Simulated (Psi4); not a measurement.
A dimer, C2H4 ··· Li+ (SMILES C=C and [Li+]) (charge +1); the first 6 atoms form monomer A.

```
7

C      0.6614     0.0067     0.0340
C     -0.6614    -0.0068    -0.0340
H      1.2068     0.8892     0.3458
H      1.2538    -0.8641    -0.2192
H     -1.2538     0.8641     0.2193
H     -1.2069    -0.8892    -0.3458
Li    -0.1051    -0.7066     2.1836
```

### Question
What interaction energy does SAPT0/jun-cc-pVDZ, all electrons correlated in Psi4 1.11 give, and which attractive term is the largest?

### Answer
Total -19.89 kcal/mol: electrostatics -15.38, exchange 9.49, induction -13.89, dispersion -0.12. The most attractive term is electrostatics.
